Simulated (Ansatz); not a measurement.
One change: `O[Si](F)([SiH3])Cl` becomes `C=N[Si](O)(F)Cl`.

Ansatz, PBE0-D4/def2-TZVP geometries, multiplicity 1. Each molecule was computed in one conformer, which needn't be the lowest.

| property | `O[Si](F)([SiH3])Cl` |
| --- | --- |
| ideal-gas entropy at 298 K and 1 bar (rigid rotor, harmonic PBE0-D4/def2-TZVP) / J/(mol·K) | 372 |
| HOMO–LUMO gap (PBE0/def2-TZVPP) / eV | 8.60 |
| LUMO energy (ωB97M-V/def2-TZVPP) / eV | 1.64 |
| HOMO energy (B3LYP/def2-TZVPP) / eV | -8.53 |
| HOMO energy (PBE0/def2-TZVPP) / eV | -8.74 |
| zero-point energy (PBE0-D4/def2-TZVP) / kJ/mol | 116.2 |

(1) What does the change do to each property? (Estimate.)

Answers

(1) Ansatz gave: 
```json
{"property": "ideal-gas entropy at 298 K and 1 bar (rigid rotor, harmonic PBE0-D4/def2-TZVP) / J/(mol·K)", "`C=N[Si](O)(F)Cl`": "363", "shift": "-9"}
{"property": "HOMO–LUMO gap (PBE0/def2-TZVPP) / eV", "`C=N[Si](O)(F)Cl`": "6.32", "shift": "-2.28"}
{"property": "LUMO energy (ωB97M-V/def2-TZVPP) / eV", "`C=N[Si](O)(F)Cl`": "0.78", "shift": "-0.86"}
{"property": "HOMO energy (B3LYP/def2-TZVPP) / eV", "`C=N[Si](O)(F)Cl`": "-7.57", "shift": "0.96"}
{"property": "HOMO energy (PBE0/def2-TZVPP) / eV", "`C=N[Si](O)(F)Cl`": "-7.80", "shift": "0.94"}
{"property": "zero-point energy (PBE0-D4/def2-TZVP) / kJ/mol", "`C=N[Si](O)(F)Cl`": "132.7", "shift": "16.5"}
```

With PBE0 the HOMO rises by 0.94 eV and the LUMO falls by 1.33 eV, so the gap narrows by about 2.27 eV. PBE moves the HOMO by 1.18 eV and ωB97M-V by 0.65 eV.

B3LYP here is the variant with VWN-RPA as its local correlation; programs differ in this.
